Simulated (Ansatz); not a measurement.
Reaction (SMILES): N=C=O -> [N]=C=O + H atom (the H-N bond at the site shown breaks; other sites are not compared here)
Each molecule is optimised on its own at B3LYP-D3(BJ)/def2-TZVP (Ansatz, an electronic-structure program).
Geometry of the first species:
```
C
O 1 1.1640
N 1 1.2097 2 172.93
H 3 1.0049 1 125.93 2 -180.00
```

Wanted: bond dissociation energy (electronic energy difference), in kcal/mol. Cores are frozen in the correlated levels unless marked. Open shells are spin-unrestricted. Spin-orbit coupling is left out. Non-relativistic unless marked X2C. Basis-set limits of correlation are two-point, X^-3; Hartree-Fock from the larger set.

```tsv
level	program	bond dissociation energy (kcal/mol)
PBE-D4/def2-TZVPD	Ansatz + dftd4	114.5
revPBE/def2-TZVPD	Ansatz	111.0
PBE0/def2-SVP	Ansatz	114.6
r2SCANh/def2-TZVPD	Ansatz	113.6
```

### Question
Predict the CCSD(T)/CBS(cc-pVTZ,cc-pVQZ) result (Ansatz).

### Answer
117.3 kcal/mol, so r2SCANh/def2-TZVPD differs from it by -3.7 kcal/mol.
